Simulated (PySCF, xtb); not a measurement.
C2H6AlBr, SMILES [Br][Al]([CH3])[CH3].

GFN2-xTB (xtb) at its own geometry gives an orbital gap of 4.41 eV and a dipole moment of 5.12 D.

Coordinates come from a PBE-D3(BJ)/def2-SVP optimisation. The structure was generated by enumeration; whether it is a known compound was not checked.

### Question
What does PBE0/def2-TZVP run with PySCF give? (Estimate from the structure and the level; the computed values follow.)

### Answer
gap 6.95 eV (levels -7.78 and -0.82 eV), dipole 2.20 D.
